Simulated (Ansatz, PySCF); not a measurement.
Process, species as SMILES: N[Si](N)(O)O -> [NH][Si](N)(O)O + H atom (the H-N bond at the site shown breaks; other sites are not compared here)
Structures are relaxed separately at B3LYP-D3(BJ)/def2-TZVP in Ansatz (a first-principles code), one conformer each, not searched for the lowest. Frequencies are from Ansatz or PySCF.

Quantity: bond dissociation energy (0 K, with B3LYP-D3(BJ) harmonic zero-point energies), in kcal/mol. Correlated levels leave the core frozen unless marked. Open shells are spin-unrestricted. No spin-orbit coupling. No relativistic terms. Basis-set limits of correlation are two-point, X^-3; Hartree-Fock from the larger set. [CCSD(T)-MP2]/basis is that difference in the basis named.

```csv
level,program,bond dissociation energy (kcal/mol)
HF/STO-3G,Ansatz,92.6
HF/cc-pV(D+d)Z,Ansatz,78.1
PBE-D3(BJ)/def2-TZVPD,Ansatz + dftd3,105.5
BLYP-D4/def2-TZVPD,Ansatz + dftd4,104.4
revPBE/def2-TZVPD,Ansatz,102.1
B3LYP-D4/def2-TZVPD,Ansatz + dftd4,107.2
PBE0/6-31G*,Ansatz,104.1
PBE0/def2-SVP,Ansatz,106.1
HSE06-D3(BJ)/def2-TZVPD,Ansatz + dftd3,106.5
CAM-B3LYP/def2-TZVPD,Ansatz,108.4
LC-wPBE-D3(BJ)/def2-TZVPD,Ansatz + dftd3,107.8
wB97M-V/def2-TZVPD,Ansatz,110.0
B2PLYP-D4/def2-TZVPD,Ansatz + dftd4,108.2
B2PLYP/def2-TZVPD,Ansatz,107.9
PBE-QIDH/def2-TZVPD,Ansatz,108.3
SCS-MP2/STO-3G,Ansatz,103.9
SCS-MP2/cc-pV(D+d)Z,Ansatz,104.8
CCSD/STO-3G,Ansatz,104.0
CCSD(T)/6-31G,Ansatz,102.0
CCSD(T)/cc-pwCVTZ,Ansatz,109.3
"RI-MP2/CBS(cc-pV(T+d)Z,cc-pV(Q+d)Z)+[CCSD(T)-MP2]/cc-pV(T+d)Z",Ansatz,112.1
```
